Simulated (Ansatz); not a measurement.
C6H14Se, charge +1, doublet, geometry from GFN2-xTB (a state made from the parent by changing its charge; the spin is typed, not shown lowest); SC-NEVPT2/STO-3G, CASSCF(3,3) (Ansatz, an electronic-structure program).

Here is a job for Ansatz.
Ansatz 0.2 input:
```yaml
crystal:
  periodic: [false, false, false]
  atoms:
    - {symbol: C, position_ang: [2.06810628, 0.92102208, 1.09927496]}
    - {symbol: C, position_ang: [1.43490614, -0.39163927, 0.65808312]}
    - {symbol: C, position_ang: [2.44606869, -1.36056315, 0.08107260]}
    - {symbol: Se, position_ang: [0.05506017, 0.02892164, -0.72301313]}
    - {symbol: C, position_ang: [-1.52024856, 0.34681116, 0.46257613]}
    - {symbol: C, position_ang: [-2.43839131, 1.36459588, -0.18188685]}
    - {symbol: C, position_ang: [-2.20492286, -0.99288819, 0.69730833]}
    - {symbol: H, position_ang: [2.60649054, 1.39170258, 0.27883064]}
    - {symbol: H, position_ang: [2.78311942, 0.70916714, 1.89251343]}
    - {symbol: H, position_ang: [1.33250397, 1.62242283, 1.49020036]}
    - {symbol: H, position_ang: [0.88493329, -0.84459465, 1.48824397]}
    - {symbol: H, position_ang: [1.97513740, -2.28787078, -0.23997966]}
    - {symbol: H, position_ang: [3.18194009, -1.60307387, 0.84545179]}
    - {symbol: H, position_ang: [2.97666864, -0.92521995, -0.76367462]}
    - {symbol: H, position_ang: [-1.10485828, 0.72907391, 1.39966303]}
    - {symbol: H, position_ang: [-1.92995077, 2.31160611, -0.35338064]}
    - {symbol: H, position_ang: [-2.83253296, 1.00093058, -1.12901819]}
    - {symbol: H, position_ang: [-3.28282240, 1.55008308, 0.47926694]}
    - {symbol: H, position_ang: [-1.53265161, -1.72755506, 1.13800368]}
    - {symbol: H, position_ang: [-2.61021981, -1.39366147, -0.22986036]}
    - {symbol: H, position_ang: [-3.03291366, -0.84037740, 1.38761643]}
basis:
  gaussian:
    orbitals: STO-3G
total_charge: 1
correlation: {method: sc_nevpt2, electrons: all, active_space: {window: {electrons: 3, orbitals: 3}}}
magnetization: {spin_polarized: false, initial_magnetization: 1}
```

It wrote (shortened):

```
Functional definition: HF
806 factors; integrals over basis functions are off by at most 4.1e-5 eV
mean field evaluation 1: about -70910.5448 eV, gradient 1.8e1 eV
mean field evaluation 2: about -70910.9339 eV, gradient 1.7e1 eV
mean field evaluation 4: about -70912.4441 eV, gradient 1.7e0 eV
mean field evaluation 8: about -70912.4553 eV, gradient 1.7e-4 eV
mean field -70912.45530891 eV, -2605.9846664140 hartree, gradient 1.5e-6 eV, S^2 0.750000; 0 other end points of the search recorded, 0 dependent functions left out
reference -70912.45530891 eV, -2605.9846664140 hartree; 42, 41 occupied and 20, 21 virtual orbitals, 806 factors
state -70912.91258887 eV, -2606.0014711425 hartree
state -70912.91258887 eV, -2606.0014711425 hartree; corrected -70921.74631710 eV, -2606.3261046672 hartree
Total energy: -70921.74631710 eV, -2606.3261046672 hartree
```
